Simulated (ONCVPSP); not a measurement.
# phosphorus (P), ONCV: configuration errors across variants

ONCVPSP 4.0.1 input, shortened (lines: element, Z, core and valence counts, functional; n l f; lmax; l rc ep ncon nbas qcut; lloc lpopt rc5 dvloc0; l nproj debl; icmod fcfact rcfact), PBEsol, non-relativistic:

```
  P 15.00    3    2  -116133      upf
    1    0    2.00
    2    0    2.00
    2    1    6.00
    3    0    1.75
    3    1    3.25
    2
    0    1.25    0.00    3    6    5.30
    1    1.50    0.00    4    9    6.40
    2    1.35    0.28    5    8    6.00
    4    2    0.90   -1.00
    0    3    2.10
    1    1    3.60
    2    3    3.20
    2    0.35    0.65
```

All-electron excitation energies from the reference (eV): (1) 3s2 3p3 -2.093; (2) 3s2 3p2 7.618; (3) 3s2 3p1 26.742; (4) 3s1 3p0 108.247.

A true bound ghost makes a file unfit for plane-wave use even where its test errors are small: the radial tests pick states by their node count and pass the ghost by.

Errors AE − PS in meV (a dash: test not solved or not reliable):

```csv
change,(1),(2),(3),(4),bound ghosts,GHOST(+) flags above zero
base,+0.4,+3.0,+19,+161,"s, d",s
d: rc 0.98,+0.4,+3.0,+19,+161,"s, d","s, d"
d: rc 1.16,+0.4,+3.0,+19,+161,s,"s, d"
d: rc 1.32,+0.4,+3.0,+19,+161,"s, d",s
d: rc 1.44,+0.4,+3.0,+19,+161,"s, d",s
d: rc 1.58,+0.4,+3.0,+19,+161,"s, d","s, d"
d: rc 1.74,+0.4,+3.0,+19,+161,"s, d","s, d"
d: rc 1.82,+0.4,+3.0,+19,+161,"s, d",s
d: rc 1.92,+0.4,+3.0,+19,+161,"s, d",s
```

(1) Give the same row for: d: rc 1.04.

Results:

(1) +0.4, +3.0, +19, +161; bound ghosts: s, d; GHOST(+) flags above zero: s, d.
